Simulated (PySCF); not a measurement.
The vertical singlet excitations below were computed for one of the candidates. Method: PySCF 2.14.0, density-fitted response routines, TDDFT CAM-B3LYP/def2-SVPD, vertical, gas phase, core orbitals frozen in the response. Geometries: PBE0-D3(BJ)/def2-SVP, one conformer each.

```tsv
state	E (eV)	λ (nm)	f
S1	9.45	131.2	0.0095
S2	9.77	126.9	0.0057
S3	10.15	122.2	0.0088
S4	10.58	117.2	0.052
S5	10.59	117.0	0.031
S6	11.08	111.9	0.059
S7	11.16	111.1	0.031
S8	11.33	109.4	0.011
S9	11.44	108.4	0.087
S10	11.78	105.3	0.017
```

Triplets computed (Tamm–Dancoff): 8.95, 9.32, 9.91, 10.03 eV.

Task: Which candidate is it?
A. `[SiH3]n1c(cnc1)CF`
B. `FC(F)[C@H]1C=CC[SiH2]1`
C. `FCC(F)(F)C(F)(F)F`
D. `Cc1ccc(C#N)cc1`

Result: C. Its S1, at 9.45 eV, is the highest among the candidates; the nearest of the others has S1 at 6.92 eV. S1 is HOMO→LUMO+1 (56%), HOMO→LUMO (31%). Löwdin shares by element: HOMO fluorine 32% or more, carbon 31% or more (atoms not listed hold the other 36%); LUMO carbon 27% or more, hydrogen 24%, fluorine 10% or more (atoms not listed hold the other 39%). At the same level the other candidates give, for their lowest levels:
- `FCc1cncn1[SiH3]`: 6.11 eV (f 0.159); 6.39 eV (f 0.003); 6.44 eV (f 0.030); 6.80 eV (f 0.001); 7.02 eV (f 0.008); T1 4.22 eV; HOMO -8.19, LUMO 0.74 eV
- `Cc1ccc(C#N)cc1`: 5.19 eV (f 0.001); 5.56 eV (f 0.295); 6.60 eV (f 0.358); 6.70 eV (f 0.000); 6.81 eV (f 0.660); T1 3.70 eV; HOMO -8.69, LUMO -0.47 eV
- `FC(F)[C@H]1C=CC[SiH2]1`: 6.92 eV (f 0.048); 7.01 eV (f 0.180); 7.47 eV (f 0.002); 7.53 eV (f 0.016); 7.88 eV (f 0.006); T1 4.27 eV; HOMO -8.86, LUMO 1.00 eV

The values belong to the conformer `[F:1][CH2:2][C:3]([F:4])([F:5])[C:6]([F:7])([F:8])[F:9]`: F1–C2–C3–F4 177°, C2–C3–C6–F7 -68°.

Without π bonds the low states are Rydberg-like; a valence basis with one diffuse set may place them up to an eV too high.
